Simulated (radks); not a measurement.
All-electron atom: Er in [Xe] 4f12 6s2. Method: Dirac Kohn-Sham, PBE, spin-unpolarised, spherical densities, finite nucleus; open shells fill j = l - 1/2 first; Fermi nuclear charge, rms radius 5.2516 fm; computed with a radial shooting solver on a logarithmic mesh with Libxc functionals.

X-ray form factor f0, the Fourier transform of the density (f0(0) = 68):

| sin(theta)/lambda (1/angstrom) | f0 (electrons) |
|---|---|
| 0.05 | 66.728 |
| 0.1 | 63.839 |
| 0.15 | 60.512 |
| 0.2 | 57.082 |
| 0.25 | 53.609 |
| 0.3 | 50.199 |
| 0.4 | 43.971 |
| 0.5 | 38.746 |
| 0.6 | 34.384 |
| 0.8 | 27.525 |
| 1 | 22.608 |
| 1.25 | 18.612 |
| 1.5 | 16.113 |
| 2 | 12.614 |
